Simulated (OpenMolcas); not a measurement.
Ti2+: ligand-field states by method

Ti2+ with 4 ligands (chloride) in tetrahedral coordination (Td) at 2.49 Å. A charge of +0.5 e stands 2.6 Å behind each ligand. Ligand basis ANO-RCC-VDZP.
```
Ti    0.0000    0.0000    0.0000
Cl    1.4376    1.4376    1.4376
Cl    1.4376   -1.4376   -1.4376
Cl   -1.4376    1.4376   -1.4376
Cl   -1.4376   -1.4376    1.4376
```

* Program: OpenMolcas 26.06
* Basis: ANO-RCC-VDZP [5s4p2d1f]
* Scalar Hamiltonian: DKH2, point nucleus
* Active space: 2 electrons in 5 orbitals (3d)
* State averaging: 2S+1 = 3 even, 10 roots; 2S+1 = 1 even, 15 roots
* Spin-orbit coupling: state interaction with AMFI integrals over the reference wave functions

I. CASSCF
II. SS-CASPT2, IPEA 0.25 Eh, imaginary shift 0.1 Eh (closed shells correlated: 3s 3p and the ligand valence shells)
III. SS-CASPT2, IPEA 0.5 Eh, imaginary shift 0.1 Eh (closed shells correlated: 3s 3p and the ligand valence shells)

Spin-free states (labels of Td) in cm-1, each column counted from its own energy of the first state listed:

```csv
State,Degeneracy,I,II,III
3A2,1,0,0,0
3T2,3,2959,2270,2450
3T1,3,5134,4800,4870
1E,2,11510,8130,8280
1T2,3,14083,9720,10110
3T1,3,15687,12290,12630
1A1,1,17774,14070,14500
1T1,3,18404,15400,15320
1E,2,19561,16430,16660
1T2,3,20615,17150,17340
1A1,1,41807,31430,32240
```

From I to II, I's first state of the same spin (3T2) moves from 2959 to 2270 cm-1, by about -680 cm-1.

From I to II, I's first state of another spin (1E) moves from 11510 to 8130 cm-1, by about -3400 cm-1.

χT at 300 K: I 1.04, II 1.05, III 1.05 cm3 K/mol.

Roots that are degenerate in the reference are averaged as groups; the widest CASPT2 spread within a group is 450 cm-1 (the 3-fold group of multiplicity 3 near 2270 cm-1 above the lowest state of its run, II). Shifts and gaps below about the spread of the groups concerned are not significant. Over all roots computed the reference weight is 0.73 to 0.75 in II, 0.74 to 0.75 in III; a low but even weight reflects the number of correlated electrons. Ligand-to-metal charge-transfer states are missing. With no ligand orbital active B as a rule stays too high, so bands that hang on it stand too high and its fall with covalency is understated. Without dynamic correlation the repulsion within the d shell is too large (B by tens of per cent), so at a given field states of lower spin stand too high (holds for I). With metal d orbitals alone and no dynamic correlation the field as a rule comes out too small, by tens of per cent, by up to half for chloride and softer ligands (holds for I). These CASPT2 states fit no ligand-field parameters well, so their order and spin gaps are uncertain (holds for II; III). With one d shell and no ligand orbital active, 10Dq can be off by tens of per cent for divalent 3d ions, low with halides held by bare charges and at times high in hosts (holds for II; III). Free-ion shares, where given, are those of the reference states; single-state CASPT2 does not remix them (holds for II; III). No measured value stands beside these numbers; the geometry is a model, was not optimised and need not be the one that this ion takes.
